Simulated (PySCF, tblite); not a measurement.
Isomers of C4H5ClO2Si, one GFN2-xTB conformer each. Single-point energies are computed at PBE0/pcSseg-1 (PySCF, gas phase, no added dispersion term), electronic only.

| SMILES | GFN2-xTB relative energy (kcal/mol) |
| --- | --- |
| C#C[Si@H](O)O/C=C\Cl | 37.0 |
| [SiH3]Oc1ccc(Cl)o1 | 0.0 |

Conformers: `[CH:1]#[C:2][Si@H:3]([OH:4])[O:5]/[CH:6]=[CH:7]\[Cl:8]` with C2–Si3–O4–H -70°, C2–Si3–O5–C6 -62°, Si3–O5–C6–C7 -7°; `[SiH3:1][O:2][c:3]1[cH:4][cH:5][c:6]([Cl:7])[o:8]1` with Si1–O2–C3–C4 -179°.

Task: What does PBE0/pcSseg-1 give for the same structures?

Result: 
| SMILES | PBE0/pcSseg-1 E (Eh) | PBE0/pcSseg-1 (kcal/mol) | GFN2-xTB (kcal/mol) | point group |
| --- | --- | --- | --- | --- |
| [SiH3]Oc1ccc(Cl)o1 | -1054.88393 | 0.0 | 0.0 | near Cs |
| C#C[Si@H](O)O/C=C\Cl | -1054.88349 | 0.3 | 37.0 | C1 |

Both levels put the same isomer lowest. As drawn, the lower has an aromatic ring, which the higher lacks; the higher has a C≡C bond, an O–H bond and an Si–C bond, which the lower lacks. Neighbours under 2.5 kcal/mol apart ([SiH3]Oc1ccc(Cl)o1 and C#C[Si@H](O)O/C=C\Cl) can change places with a better method, another conformer or zero-point energy.

Task: Which frontier levels, dipoles and rotational constants go with these structures?

Result: 
```json
{"SMILES": "[SiH3]Oc1ccc(Cl)o1", "HOMO (eV, PBE0/pcSseg-1)": "-6.08", "LUMO (eV)": "-0.01", "dipole (D)": "1.11", "A, B, C (MHz)": "3107, 823.1, 655.6"}
{"SMILES": "C#C[Si@H](O)O/C=C\\Cl", "HOMO (eV, PBE0/pcSseg-1)": "-6.93", "LUMO (eV)": "-0.08", "dipole (D)": "2.32", "A, B, C (MHz)": "1942, 1139, 860.9"}
```

Task: What happens when harmonic zero-point energies from GFN2-xTB frequencies are added?

Result: 
```csv
SMILES,ZPE (kcal/mol),electronic (kcal/mol),with ZPE (kcal/mol)
[SiH3]Oc1ccc(Cl)o1,48.7,0.0,0.0
C#C[Si@H](O)O/C=C\Cl,48.8,0.3,0.4
```

The zero-point energies span 0.1 kcal/mol. The order is unchanged.

Task: As an exercise, what shares would exp(−E/RT) give at 298.15 K from these electronic energies alone (no entropy, no degeneracies)?

Result: RT = 0.592 kcal/mol: [SiH3]Oc1ccc(Cl)o1 61.5 %, C#C[Si@H](O)O/C=C\Cl 38.5 %.
